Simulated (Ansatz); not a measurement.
`[CH3][Ge@H]1[O][C@@H]1F` → `F[CH]1[O][GeH2]1` + `[CH2]` (triplet) at 298.15 K and 1 bar (formal loss of a carbene).

Calculated with Ansatz (gas phase, PBE0-D4/def2-TZVP geometries, no zero-point term in ΔE). CBS: MP2 limit from def2 TZ/QZ plus the TZ coupled-cluster correction, frozen cores. This one scheme is used for every species. Triplets are unrestricted, without spin–orbit coupling. For Ge outer-core shells are correlated without core-valence functions, which leaves a few kJ/mol of doubt a bond. Scalar relativity is left out up to krypton.

| species | CCSD(T)/CBS energy (Eh) | H − E (kJ/mol) | S (J/(mol·K)) |
| --- | --- | --- | --- |
| `[CH3][Ge@H]1[O][C@@H]1F` | -2330.15354 | 195.6 | 343.4 |
| `F[CH]1[O][GeH2]1` | -2290.87682 | 114.1 | 299.5 |
| `[CH2]` (triplet) | -39.09499 | 55.4 | 195.3 |

H − E and S are ideal-gas, rigid-rotor, harmonic terms from PBE0-D4/def2-TZVP, for one conformer and one mirror image of each species, with the whole ground term of open shells counted as degenerate. 1 Eh = 2625.50 kJ/mol, R = 8.31446 J/(mol·K).

**Question.** By hand: ΔE, ΔH, ΔS and ΔG.

**Answer.** ΔE = (-2290.87682) + (-39.09499) − (-2330.15354) = 0.18173 Eh = 477.1 kJ/mol. Δ(H − E) = 114.1 + 55.4 − 195.6 = -26.1, so ΔH = 451.0 kJ/mol. ΔS = 299.5 + 195.3 − 343.4 = 151.4 J/(mol·K). ΔG = 451.0 − 298.15 × (151.4)/1000 = 405.9 kJ/mol.

**Question.** By hand: the equilibrium constant, and the temperature at which ΔG would vanish if ΔH and ΔS stayed fixed.

**Answer.** log₁₀ K = −ΔG/(RT ln 10) = -71.1. ΔG = 0 at ΔH/ΔS = 2979 K, far beyond where these terms or the molecules hold.

The number of gas molecules changes by +1, which sets the sign of ΔS. A doubt of 5 kJ/mol in ΔE shifts log₁₀ K by 0.9 here. Other conformers and mirror images would add mixing entropy, several J/(mol·K) or more a flexible species. A triplet takes part, so the spin changes. These are equilibria of isolated gas molecules and say nothing of rates. Largest T1 diagnostic: 0.015 (customary marks: 0.02 for closed shells, 0.045 for open ones).
